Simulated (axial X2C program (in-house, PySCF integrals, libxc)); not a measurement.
Estimating the spin–orbit splitting of the π levels of HgF⁺

Calculated with an in-house all-electron X2C program for linear molecules (integrals from PySCF). Spin-free means the one-electron spin-free X2C Hamiltonian; two-component (2c) means X2C with spin–orbit coupling and atomic mean-field two-electron Coulomb and Gaunt terms, so the difference of the two also holds small scalar two-electron terms. Basis: Hg dyall-v3z [13s14p9d6f2g], F dyall-v3z [6s5p2d1f] (cores contracted in-house); Gaussian nuclei, density fitting, unrestricted open shells. Masses: Hg 201.971 u, F 18.998 u.

Hartree–Fock at 1.912 Å, closed shell. Valence p splittings ε(p3/2) − ε(p1/2) of spherical Dirac–Hartree–Fock atoms with fractionally filled p shells: F 2p 0.072 eV.

```json
{"filled π level (eV), spin-free": "-21.72", "F p share": "0.87", "Hg p share": "< 0.02"}
```

In first order a p shell splits by 3ζ/2 and a π orbital by ζ. Estimate the splitting of each π level from the shares.

level -21.72 eV: (2/3) × (0.87 × 0.072) = 0.04 eV.

The two-component Hartree–Fock calculation gives:

```csv
ε(ω = 1/2) (eV),σ share of it,ε(ω = 3/2) (eV),splitting (eV),estimate (eV)
-21.801,0.02,-21.688,0.11,0.04
```

The estimate leaves out the mixing of π1/2 with σ1/2 levels, which pushes the ω = 1/2 spinor up or down, the d and f parts of the orbital, small shares of the strongly split outer-core p shell of a metal, the Gaunt term (absent from the atomic values), and the change of the atomic p orbitals with charge; Löwdin shares depend on the basis.
